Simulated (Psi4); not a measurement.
H$_{2}$MgOSe (SMILES [OH][Mg][SeH]), singlet, at a GFN2-xTB geometry (such geometries of metal compounds can be far from the true shape); B3LYP/6-31G, TDA (Psi4).

Here is a job for Psi4.
```
memory 2 GB

molecule mol {
0 1
Mg    0.899021   -0.750098   -0.180999
O     2.155639   -1.846604   -0.353039
H     2.864216   -2.468538   -0.443915
Se   -0.874190    0.763980    0.117705
H    -1.175104    0.267234    1.438238
symmetry c1
}

set {
  basis 6-31g
  reference rks
  puream true
  save_jk true
  tdscf_states [5]
  tdscf_tda true
  d_convergence 1e-8
}

energy('td-b3lyp')
print_variables()
```

It wrote (shortened):

```
   => Loading Basis Set <=

    Name: 6-31G
    Role: ORBITAL
    Keyword: BASIS

         ---------------------------------------------------------
                                   SCF
               by Justin Turney, Rob Parrish, Andy Simmonett
                          and Daniel G. A. Smith
                              RKS Reference
         ---------------------------------------------------------

  ==> Geometry <==

    Molecular point group: c1
    Full point group: C1

    Geometry (in Angstrom), charge = 0, multiplicity = 1:

       Center              X                  Y                   Z               Mass
    ------------   -----------------  -----------------  -----------------  -----------------
         MG           0.998416991935    -0.842858991837    -0.184448866636    23.985041697000
         O            2.255034991935    -1.939364991837    -0.356488866636    15.994914619570
         H            2.963611991935    -2.561298991837    -0.447364866636     1.007825032230
         SE          -0.774794008065     0.671219008163     0.114255133364    79.916521800000
         H           -1.075708008065     0.174473008163     1.434788133364     1.007825032230

  Running in c1 symmetry.

  Rotational constants: A =      8.08108  B =      0.05870  C =      0.05828 [cm^-1]
  Rotational constants: A = 242264.65299  B =   1759.88100  C =   1747.18891 [MHz]
  Nuclear repulsion =  184.196530810104861

  Charge       = 0
  Multiplicity = 1
  Electrons    = 56
  Nalpha       = 28
  Nbeta        = 28

  ==> Algorithm <==

  SCF Algorithm Type is DF.
  DIIS enabled.
  MOM disabled.
  Fractional occupation disabled.
  Guess Type is SAD.
  Energy threshold   = 1.00e-06
  Density threshold  = 1.00e-08
  Integral threshold = 1.00e-12

  ==> Primary Basis <==

  Basis Set: 6-31G
    Blend: 6-31G
    Number of shells: 27
    Number of basis functions: 53
    Number of Cartesian functions: 55
    Spherical Harmonics?: true
    Max angular momentum: 2

  ==> DFT Potential <==

   => LibXC <=

    Version 7.1.2
    S. Lehtola, C. Steigemann, M. J. T. Oliveira, and M. A. L. Marques,  SoftwareX 7, 1–5 (2018) (10.1016/j.softx.2017.11.002)

   => Composite Functional: B3LYP <=

    B3LYP Hyb-GGA Exchange-Correlation Functional

    P. J. Stephens, F. J. Devlin, C. F. Chabalowski, and M. J. Frisch,  J. Phys. Chem. 98, 11623 (1994) (10.1021/j100096a001)

    Deriv               =              1
    GGA                 =           TRUE
    Meta                =          FALSE

    Exchange Hybrid     =           TRUE
    MP2 Hybrid          =          FALSE

   => Exchange Functionals <=

    0.0800   Slater exchange
    0.7200         Becke 88

   => Exact (HF) Exchange <=

    0.2000               HF

   => Correlation Functionals <=

    0.1900   Vosko, Wilk & Nusair (VWN5_RPA)
    0.8100   Lee, Yang & Parr

   => LibXC Density Thresholds  <==

    XC_HYB_GGA_XC_B3LYP:  1.00E-15

   => Molecular Quadrature <=

    Radial Scheme          =       TREUTLER
    Pruning Scheme         =           NONE
    Nuclear Scheme         =       TREUTLER

    Blocking Scheme        =         OCTREE
    BS radius alpha        =              1
    Pruning alpha          =              1
    Radial Points          =             75
    Spherical Points       =            302
    Total Points           =         108771
    Total Blocks           =            877
    Max Points             =            256
    Max Functions          =             51
    Weights Tolerance      =       1.00E-15

   => Loading Basis Set <=

    Name: (6-31G AUX)
    Role: JKFIT
    Keyword: DF_BASIS_SCF

  ==> Integral Setup <==

  SCF_SUBTYPE=INCORE selected. In-core MEM_DF algorithm will be used.
  Using in-core AOs.

  ==> MemDFJK: Density-Fitted J/K Matrices <==

    J tasked:                   Yes
    K tasked:                   Yes
    wK tasked:                   No
    Algorithm:                 Core
    Schwarz Cutoff:           1E-12
    Mask sparsity (%):       9.0424
    Fitting Condition:        1E-10

   => Auxiliary Basis Set <=

  Basis Set: (6-31G AUX)
    Blend: CC-PVDZ-JKFIT + DEF2-UNIVERSAL-JKFIT
    Number of shells: 123
    Number of basis functions: 399
    Number of Cartesian functions: 477
    Spherical Harmonics?: true
    Max angular momentum: 4

  Minimum eigenvalue in the overlap matrix is 2.1241482545E-02.
  Reciprocal condition number of the overlap matrix is 5.4808881862E-03.
    Using symmetric orthogonalization.

  ==> Pre-Iterations <==

  SCF Guess: Superposition of Atomic Densities via on-the-fly atomic UHF (no occupation information).

   -------------------------
    Irrep   Nso     Nmo
   -------------------------
     A         53      53
   -------------------------
    Total      53      53
   -------------------------

  ==> Iterations <==

                           Total Energy        Delta E     RMS |[F,P]|

   @DF-RKS iter SAD: -2674.81114072642004   -2.67481e+03   0.00000e+00
   @DF-RKS iter   1: -2676.63307622251114   -1.82194e+00   4.17876e-02 DIIS/ADIIS
   @DF-RKS iter   2: -2674.87591897748052    1.75716e+00   5.28356e-02 DIIS/ADIIS
   @DF-RKS iter   3: -2677.50353914364496   -2.62762e+00   1.36456e-02 DIIS/ADIIS
   @DF-RKS iter   4: -2677.63237532681342   -1.28836e-01   3.74022e-03 DIIS/ADIIS
   @DF-RKS iter   5: -2677.64664837956889   -1.42731e-02   7.91556e-04 DIIS/ADIIS
   @DF-RKS iter   6: -2677.64799821445649   -1.34983e-03   2.14815e-04 DIIS/ADIIS
   @DF-RKS iter   7: -2677.64806741439588   -6.91999e-05   2.29464e-05 DIIS
   @DF-RKS iter   8: -2677.64806809496940   -6.80574e-07   1.60914e-06 DIIS
   @DF-RKS iter   9: -2677.64806810245273   -7.48332e-09   4.08296e-07 DIIS
   @DF-RKS iter  10: -2677.64806810287610   -4.23370e-10   1.07120e-07 DIIS
   @DF-RKS iter  11: -2677.64806810289019   -1.40972e-11   2.57792e-08 DIIS
   @DF-RKS iter  12: -2677.64806810289247   -2.27374e-12   6.39065e-10 DIIS
  Energy and wave function converged.

  ==> Post-Iterations <==

[...]
  @DF-RKS Final Energy: -2677.64806810289247
    Total Energy =                      -2677.6480681028924664
[...]
     Multipole            Electronic (a.u.)      Nuclear  (a.u.)        Total (a.u.)
 ------------------------------------------------------------------------------------

 L = 1.  Multiply by 2.5417464519 to convert [e a0] to [Debye]
 Dipole X            :         -9.8331162           10.5185776            0.6854614
 Dipole Y            :          9.0860009           -9.8163856           -0.7303847
 Dipole Z            :          0.4940872           -0.3650942            0.1289930
 Magnitude           :                                                    1.0099299

 ------------------------------------------------------------------------------------

******************************************************************************************
**********                               WARNING                                **********
**********       The names of excited state variables changed between 1.5       **********
**********     and 1.6. For a quick solution, remove the symmetry specifier     **********
**********   from the variable name. For full details, see 'Notes on Psivars'   **********
**********                        in the documentation.                         **********
******************************************************************************************

         ---------------------------------------------------------
                         TDSCF excitation energies
                 by Andrew M. James and Daniel G. A. Smith
         ---------------------------------------------------------

  ==> Options <==

     Residual threshold  : 1.0000e-06
     Initial guess       : denominators
     Reference           : RHF
     Solver type         : TDA (Davidson)

  ==> Requested Excitations <==

      5 singlet states with A symmetry

  ==> Seeking the lowest 5 singlet states with A symmetry

                         Generalized Davidson Solver
                               By Ruhee Dcunha

  ==> Options <==

    Max number of iterations        = 60
    Eigenvector tolerance           = 1.0000e-06
    Max number of expansion vectors = 1500

  => Iterations <=
                           Max[D[value]]     Max[|R|]   # vectors
  DavidsonSolver iter   1:   2.06232e-01  2.16949e-02     20
  DavidsonSolver iter   2:   8.16669e-04  5.29342e-03     25
  DavidsonSolver iter   3:   2.80680e-05  9.55081e-04     30
  DavidsonSolver iter   4:   4.57247e-07  1.03044e-04     35
  DavidsonSolver iter   5:   5.51397e-09  1.50117e-05     40
  DavidsonSolver iter   6:   1.76115e-10  1.83619e-06     43
  DavidsonSolver iter   7:   1.49350e-12  3.43310e-07     45      Converged

******************************************************************************************
**********                               WARNING                                **********
**********  Length-gauge rotatory strengths are **NOT** gauge-origin invariant  **********
******************************************************************************************

                                    Excitation Energy         Total Energy        Oscillator Strength             Rotatory Strength
     #   Sym: GS->ES (Trans)        au              eV              au          au (length)    au (velocity)    au (length)    au (velocity)
    ---- -------------------- --------------- --------------- --------------- --------------- --------------- --------------- ---------------
     1        A->A (1 A)       0.15042         4.09311        -2677.49765      0.0421          0.0198          0.0000         -0.0000
     2        A->A (1 A)       0.19409         5.28138        -2677.45398      0.0442          0.0367         -0.0000         -0.0000
     3        A->A (1 A)       0.19530         5.31429        -2677.45277      0.0655          0.0551         -0.0000         -0.0000
     4        A->A (1 A)       0.19926         5.42219        -2677.44881      0.0037          0.0000          0.0000          0.0000
     5        A->A (1 A)       0.20539         5.58887        -2677.44268      0.0747          0.1063          0.0000         -0.0000

Contributing excitations
Only contributions with abs(coeff) > 1.00e-01 will be printed:

Excited State    1 (1 A):   0.15042 au   302.91 nm f = 0.0421
  Sums of squares: Xssq =  1.000000e+00
     28a  ->  29a    -0.997579 (99.516%)

Excited State    2 (1 A):   0.19409 au   234.76 nm f = 0.0442
  Sums of squares: Xssq =  1.000000e+00
     25a  ->  29a     0.687291 (47.237%)
     27a  ->  29a    -0.717859 (51.532%)

Excited State    3 (1 A):   0.19530 au   233.30 nm f = 0.0655
  Sums of squares: Xssq =  1.000000e+00
     26a  ->  29a     0.987757 (97.566%)
     28a  ->  30a    -0.122038 ( 1.489%)

Excited State    4 (1 A):   0.19926 au   228.66 nm f = 0.0037
  Sums of squares: Xssq =  1.000000e+00
     26a  ->  29a    -0.122217 ( 1.494%)
     28a  ->  30a    -0.984282 (96.881%)
     28a  ->  32a    -0.102921 ( 1.059%)

Excited State    5 (1 A):   0.20539 au   221.84 nm f = 0.0747
  Sums of squares: Xssq =  1.000000e+00
     25a  ->  29a    -0.626717 (39.277%)
     27a  ->  29a    -0.550845 (30.343%)
     28a  ->  31a     0.535909 (28.720%)

******************************************************************************************
**********                               WARNING                                **********
**********       The names of excited state variables changed between 1.5       **********
**********     and 1.6. For a quick solution, remove the symmetry specifier     **********
**********   from the variable name. For full details, see 'Notes on Psivars'   **********
**********                        in the documentation.                         **********
******************************************************************************************

  Variable Map:
  ----------------------------------------------------------------------------
[...]
  Array Variable Map:
  ----------------------------------------------------------------------------
[...]
[...]
```
